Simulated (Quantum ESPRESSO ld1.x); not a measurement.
One sound ld1.x (Quantum ESPRESSO 7.5) input for neutral ytterbium gives E = -14060.695 hartree in 46 iterations:

```
 &input
    zed=70.0,
    iswitch=1,
    rel=1,
    dft='BLYP',
    config='[Xe] 4f14 6s2',
    prefix='ld1',
    max_out_wfc=37,
    file_charge='ld1.rho',
 /
```

Changed or added lines, one case at a time, and what came of them:

- beta=0.01: not converged. So little new potential is mixed in that the limit of 200 iterations comes first; the energy is off by +0.2544 hartree.
- rel=2 lsd=1: refused. The program stops in ld1_readin with "local spin density and spin-orbit not allowed": spin polarisation goes with rel = 0 or 1 alone.
- dx=0.003: refused. The program stops in do_mesh with "ndmx is too small": the mesh holds 3500 points at most, so dx, xmin and rmax must fit that.
- noscf=.true.: ran as typed. With noscf the program prints the levels of a bare nucleus, with no screening and no total energy; they are not those of the atom.
- rel=2 relpert=.true.: refused. The program stops in ld1_readin with "perturbative SO-splitting for AE calculations with rel=0 only": the perturbative correction needs rel = 0.
- rmax=3.0: not converged. The mesh cuts the orbital tails; the cycle ends with warnings and the numbers are not to be used.
- tr2=1e-1: inaccurate. The cycle stops early, after 13 iterations, and the energy is off by -2.682 hartree against the sound run.
